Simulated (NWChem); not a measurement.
Molecule: C₄H₆O; SMILES O=CC1CC1

```xyz
11

O     -0.5784     1.6688     0.0000
C      0.5052     1.1396     0.0000
C      0.7096    -0.3281     0.0000
C     -0.3134    -1.1674    -0.7397
C     -0.3134    -1.1674     0.7397
H      1.4414     1.7545     0.0000
H      1.7490    -0.6669     0.0000
H      0.0579    -2.0456    -1.2735
H     -1.1034    -0.6038    -1.2439
H      0.0579    -2.0456     1.2735
H     -1.1034    -0.6038     1.2439
```
Atoms are numbered in this order, from 1.

Results from NWChem. All runs use the structure optimised with PBE0/def2-SVP. Level M06-2X/def2-SVP: energy and gradient on several grids; changes count from the extra-fine grid, which is no exact limit either.

```json
[
 {"grid": "xcoarse", "size of the energy change (μHa)": "10000", "largest change of a gradient component (μHa/bohr)": "6000", "time, medium = 1 (rough)": "about 1"},
 {"grid": "coarse", "size of the energy change (μHa)": "400", "largest change of a gradient component (μHa/bohr)": "600", "time, medium = 1 (rough)": "about 1"},
 {"grid": "medium", "size of the energy change (μHa)": "10", "largest change of a gradient component (μHa/bohr)": "200", "time, medium = 1 (rough)": "about 1"},
 {"grid": "fine", "size of the energy change (μHa)": "< 10", "largest change of a gradient component (μHa/bohr)": "30", "time, medium = 1 (rough)": "about 1"},
 {"grid": "xfine", "size of the energy change (μHa)": "< 10", "largest change of a gradient component (μHa/bohr)": "< 30", "time, medium = 1 (rough)": "3"}
]
```
